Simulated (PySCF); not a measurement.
Caution: the restricted solution is unstable towards spin-unrestricted or complex orbitals, so a lower solution exists and this singlet may not be the ground state.  The multiplicity is imposed and other spin states were not computed.

B3LYP has the VWN-RPA correlation part, as in Gaussian. 

Cartesian coordinates (Å):
```xyz
3

Mo     0.1630     0.2797     0.1371
O      1.5548     2.7197     1.3213
C      1.0079     1.7609     0.8559
```
Charge 0, spin multiplicity 1.

Question: What total energy, HOMO and charge on the central atom (Mulliken) does B3LYP-D3(BJ)/def2-TZVP // PBE-D3(BJ)/def2-SVP in PySCF give?

Answer: 
```yaml
total_energy: -181.4537 Ha
HOMO: -4.28 eV
charge on the central atom (Mulliken): 0.30 e
```
